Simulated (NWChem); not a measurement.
# Ionisation of AgI

SMILES: [Ag][I]
```xyz
2

Ag     0.0000     0.0000    -1.3700
I      0.0000     0.0000     1.2149
```
Charge 0, spin multiplicity 1.

Everything below was run with NWChem. Structure: optimised with PBE/def2-SVP with def2 effective core potentials on Ag, I, a minimum by its harmonic frequencies.

Basis set: def2-TZVP. The species with one electron less has spin multiplicity 2 and keeps the geometry of the parent. Δ marks differences of total energies (open shells unrestricted). −ε marks an orbital energy of the parent. That orbital need not have the symmetry of the hole or added electron in the Δ rows.

Effective core potentials replace the inner electrons of Ag, I; spin-orbit coupling is left out. B3LYP has NWChem's definition, with VWN1-RPA local correlation. The structure started from a generated list of species. No SCF solution was tested for a lower state.

Order these methods by the first vertical ionisation energy they give, lowest first: −ε(HOMO) of HF, −ε(HOMO) of TPSS, −ε(HOMO) of B3LYP, −ε(HOMO) of M06-2X, ΔM06-2X.

−ε(HOMO) of TPSS (5.84 eV), −ε(HOMO) of B3LYP (6.62 eV), −ε(HOMO) of M06-2X (7.81 eV), ΔM06-2X (8.72 eV), −ε(HOMO) of HF (8.86 eV)
